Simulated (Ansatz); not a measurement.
A made-up structure of SiH2TeO, closed shell:

```
5
angstrom
O 0.9650 -0.9374 -0.1134
Si -0.0917 0.3105 -0.2035
Te -0.2506 -1.3319 1.5542
H 1.8711 -0.9889 -0.4556
H 0.4349 1.6622 0.0868
```

It is relaxed with PBE-D4/def2-SVP and then PBE0-D4/def2-TZVP (Ansatz 0.2.0). Atoms count as bonded within 1.22 times the sum of their covalent radii (H–H: 0.88 Å). The end point is not checked to be a true minimum.

Problem. Does its bonding change? (Judge from chemistry; the calculation decides.)

Solution. The calculation gives: No: no bond forms or breaks.

Where it ends: The first stage lowers the energy by 1.24 eV in 10 steps. It ends as SiH₂TeO ([OH]1[SiH][Te]1):
```
5
angstrom
O 0.8857 -1.0237 -0.3147
Si -0.3449 0.3854 -0.3909
Te -0.0780 -1.2956 1.5680
H 1.7955 -0.7442 -0.1490
H 0.6703 1.3926 0.1551
```

Labels in which every atom is bracketed show which atoms are joined, not bond orders.

For scale, one of the runs: PBE0-D4/def2-TZVP relaxation, 130 basis functions, launched by `ansatz run in.yaml --threads 2 --pin off --events-out ev --progress --plain --max-ram 4352MiB`. Hardware: 2 CPU threads of an Intel Xeon 6975P-C, shared host. Wall time about 11 s.
